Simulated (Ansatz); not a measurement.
Reaction (ligand exchange at the Al–C bond): `[CH3][AlH][CH2]F` + HI → `F[CH2][AlH][I]` + CH₄

Program: Ansatz. Geometries: PBE0-D4/def2-TZVP. ΔE: electronic, gas phase. CCSD(T)/CBS adds triple-zeta CCSD(T) − MP2 to the extrapolated MP2 energy (def2 sets, frozen cores). This one scheme is used for every species. Functionals use def2-TZVPP. HSE06 is defined as in plane-wave codes. def2 core potentials past Kr. For I outer-core shells are correlated without core-valence functions, which leaves a few kJ/mol of doubt a bond. Each species was taken in one conformer, which may not be the lowest.

`[CH3][AlH][CH2]F`:

```xyz
10

C     1.726   -0.053   -0.134
Al   -0.133   -0.404   -0.617
C    -1.572    0.321    0.541
F    -2.851   -0.007    0.079
H     2.244    0.471   -0.944
H     1.836    0.545    0.774
H     2.270   -0.992    0.017
H    -0.514   -1.250   -1.905
H    -1.518    1.416    0.617
H    -1.488   -0.048    1.573
```

HI:

Cartesian coordinates in Å:
```
I 0.073 -0.463 0.655
H -0.073 0.463 -0.655
```

`F[CH2][AlH][I]`:

Cartesian coordinates in Å:
```
F 0.809 -0.009 1.696
C -0.068 0.556 0.777
Al -0.126 -0.413 -0.946
I 1.294 -2.399 -1.270
H 0.229 1.602 0.622
H -1.066 0.591 1.235
H -1.071 0.073 -2.115
```

CH₄:

Cartesian coordinates in Å:
```
C 0.000 0.000 0.000
H -0.082 0.125 -1.079
H -0.697 0.674 0.498
H 1.017 0.230 0.316
H -0.238 -1.030 0.266
```

Task: Is it downhill or uphill in electronic energy at CCSD(T)/CBS, and by how much? (Estimate.)

Result: Ansatz gave: Downhill: ΔE = -1.74 eV.

Task: What do these levels give: revPBE-D4, r2SCANh-D4, CAM-B3LYP-D4, PBE, revPBE, PBE0, r2SCAN0, HSE06, CAM-B3LYP, MP2/def2-SVP, SCS-MP2/def2-TZVPP, MP2/def2-QZVPP? (Estimate.)

Result: Computed: revPBE-D4 -1.66, r2SCANh-D4 -1.75, CAM-B3LYP-D4 -1.65, PBE -1.66, revPBE -1.66, PBE0 -1.71, r2SCAN0 -1.76, HSE06 -1.71, CAM-B3LYP -1.64, MP2/def2-SVP -1.78, SCS-MP2/def2-TZVPP -1.74, MP2/def2-QZVPP -1.80 eV.

Largest T1 diagnostic among the species: 0.010.

From r2SCAN to r2SCAN0 (25 % exact exchange), in def2-TZVPP and without D4, ΔE moves by −0.03 eV. In def2-TZVPP, CCSD(T) changes the Hartree–Fock value by +0.14 eV (the triples alone add +0.00 eV) and MP2 by +0.05 eV.
